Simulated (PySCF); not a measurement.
## Diatomic cations of Cs with group 15

MP2 with double-zeta basis sets in PySCF, for the lowest determinant that a PBE0 search found; no spin–orbit coupling. De refers to high-spin ground-configuration atoms (the charge goes to the atom of lower measured ionisation energy or higher electron affinity, which is not always the lowest computed limit).

| M | basis | reference, frozen orbitals | charged atom | state (unpaired electrons) | Re (Å) | ωe (cm⁻¹) | De (eV) |
| --- | --- | --- | --- | --- | --- | --- | --- |
| N | def2-SVPD | UHF, 1 | Cs+ | quartet (σ ↑, π ↑↑) | 3.502 | 82.3 | 0.09 |
| P | def2-SVP | UHF, 5 | Cs+ | quartet (σ ↑, π ↑↑) | 4.002 | 56.5 | 0.12 |
| As | def2-SVP | UHF, 9 | Cs+ | quartet (σ ↑, π ↑↑) | 4.087 | 40.3 | 0.12 |
| Sb | def2-SVP | UHF, 4 | Cs+ | quartet (σ ↑, π ↑↑) | 4.327 | 32.2 | 0.11 |
| Bi | def2-SVP | UHF, 4 | Cs+ | quartet (σ ↑, π ↑↑) | 4.395 | 28.0 | n/a |

The shortest bond is that of CsN⁺ (3.502 Å), the longest that of CsBi⁺ (4.395 Å).

The rows differ in basis set, which adds steps of its own.

Down a group the atoms grow and get heavier, so bonds lengthen and wavenumbers fall; this series shows no clear exception.

Correlated steps freeze the inner cores (1 to 9 orbitals); shallow outer-core shells are correlated. Weak bonds: CsAs⁺, CsN⁺, CsP⁺, CsSb⁺. Basis-set superposition, not corrected here, can be much of De in a small basis, most of all at correlated wavefunction levels. These are scalar-relativistic numbers at best; spin–orbit coupling would shift them, the dissociation energy most. For an ion De counts to the pair picked by the measured ionisation energies or electron affinities, which need not be the lowest pair at this level. States were picked by a PBE0 search and need not be the measured ground states.
